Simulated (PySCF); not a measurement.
**Adding and removing an electron: SiBi**

UHF-CCSD(T); PySCF, scalar-relativistic core potentials, basis sets Si cc-pV(D+d)Z, Bi cc-pVDZ-PP with ECP60. Neutral (UHF): doublet (π ↑), Re = 2.511 Å, ωe = 354 cm⁻¹, De = 1.92 eV.

SiBi⁺ (UHF): triplet (π ↑↑), Re = 2.646 Å, ωe = 306 cm⁻¹. The energies at the minima are -502.65375 hartree for SiBi and -502.37676 for SiBi⁺.

Work out the adiabatic ionisation energy, without and with harmonic zero-point energies (1 hartree = 27.2114 eV, 1 eV = 8065.5 cm⁻¹), and the change of the bond length.

At UHF-CCSD(T): 0.27699 hartree = 7.537 eV between the minima; the zero-point term (306.0 − 354.0)/2 cm⁻¹ = -0.003 eV makes it 7.534 eV. Re changes by +13.5 pm against the neutral. The electron leaves a π orbital, and the longer bond of the ion fits a bonding orbital, or a change in how ionic the bond is.

Correlated steps freeze 9 core orbitals. Correlated levels converge slowly with the basis: in double zeta they bind strong bonds too weakly, by up to about 1 eV, and carry superposition errors of some tenths. Spin–orbit coupling is left out, which matters for elements this heavy, above all for dissociation energies. States were picked by a PBE0 search and need not be the measured ground states.
